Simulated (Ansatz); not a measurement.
OSi, triplet, at a GFN2-xTB geometry (the spin is typed, not shown lowest); Ansatz (a quantum-chemistry and plane-wave program) with MP2/6-31G**.

Input for Ansatz:
Ansatz 0.2 input:
```yaml
crystal:
  periodic: [false, false, false]
  atoms:
    - {symbol: Si, position_ang: [-0.00000000, -0.00000000, -0.55809941]}
    - {symbol: O, position_ang: [0.00000000, 0.00000000, 0.97667397]}
basis:
  gaussian:
    orbitals: 6-31G__.json
magnetization: {spin_polarized: true, initial_magnetization: 2}
correlation: {method: mp2, electrons: outside_noble_gas}
accuracy: high
```
The basis file holds 6-31G** in the JSON format of the Basis Set Exchange.

Output, abridged:

```
Functional definition: HF
571 factors; integrals over basis functions are off by at most 3.1e-9 eV
mean field evaluation 1: about -9891.9058 eV, gradient 2.6e1 eV
mean field evaluation 2: about -9891.9437 eV, gradient 2.6e1 eV
mean field evaluation 4: about -9895.0778 eV, gradient 2.2e0 eV
mean field evaluation 8: about -9895.1532 eV, gradient 2.7e-1 eV
mean field evaluation 16: about -9895.1673 eV, gradient 6.9e-5 eV
mean field evaluation 32: about -9895.1673 eV, gradient 1.1e-4 eV
mean field evaluation 64: about -9895.3639 eV, gradient 2.3e0 eV
mean field evaluation 96: about -9895.9355 eV, gradient 1.1e-4 eV
mean field evaluation 128: about -9895.5144 eV, gradient 1.5e0 eV
mean field evaluation 160: about -9895.9350 eV, gradient 2.3e-1 eV
mean field evaluation 192: about -9895.0049 eV, gradient 2.7e-2 eV
mean field evaluation 224: about -9895.9352 eV, gradient 1.5e-1 eV
mean field evaluation 256: about -9895.5443 eV, gradient 4.5e-1 eV
mean field evaluation 288: about -9895.0611 eV, gradient 2.6e0 eV
mean field evaluation 320: about -9895.1672 eV, gradient 3.6e-2 eV
mean field -9895.93552529 eV, -363.6689228486 hartree, gradient 1.8e-8 eV, S^2 2.022401; 20 other end points of the search recorded, 0 dependent functions left out
6 core orbitals not correlated
reference -9895.93552529 eV, -363.6689228486 hartree; 6, 4 occupied and 22, 24 virtual orbitals, 571 factors
second order -5.00823040 eV of doubles, -0.00000000 eV of singles
Total energy: -9900.94375569 eV, -363.8529719209 hartree
```
